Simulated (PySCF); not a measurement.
## Substituent effects on chemical shifts

Parent skeleton `[CH2:1]=[N:2][SiH:3]([NH2:4])[PH2:5]`; one hydrogen on atom 3 is replaced by X. Hydrogens on one atom are averaged.

[PySCF: NMR shieldings at PBE0/pcSseg-1/GIAO; GFN2-xTB geometry; a single conformation; non-relativistic Hamiltonian; averaged over atoms made equivalent by symmetry, fast rotation or ring inversion; in vacuum]

Chemical shifts δ = σref − σ; TMS for $^{13}$C and $^{29}$Si and $^{1}$H; $^{15}$N against NH3; H3PO4 for $^{31}$P, all at this level.

Task: Order these by the shift of H(P5), most shielded first.
A. X = CH2CN
B. X = NHSiH3
C. X = NMe2
D. X = N=CH2

Result: D (0.71 ppm), C (0.92 ppm), B (1.07 ppm), A (1.49 ppm).

Task: Order these by the shift of N4, most shielded first.
A. X = C2H5
B. X = CH2SiH3
C. X = iPr

Result: C (32.6 ppm), A (34.3 ppm), B (40.2 ppm).

Task: Order these by the shift of P5, most shielded first.
A. X = CH2CN
B. X = NHSiH3
C. X = allyl
D. X = NHCH3
E. X = CH2SiH3
F. X = C2H5

Result: F (-308.6 ppm), D (-304.9 ppm), B (-302.7 ppm), E (-300.9 ppm), C (-297.9 ppm), A (-289.6 ppm).

Experimental scales use liquid or dissolved standards, which lie at an offset from isolated NH3 (liquid NH3: subtract about 20 ppm) and H3PO4. Unscaled 15N shifts of sp2 nitrogen come out 20 to 40 ppm too high even then.
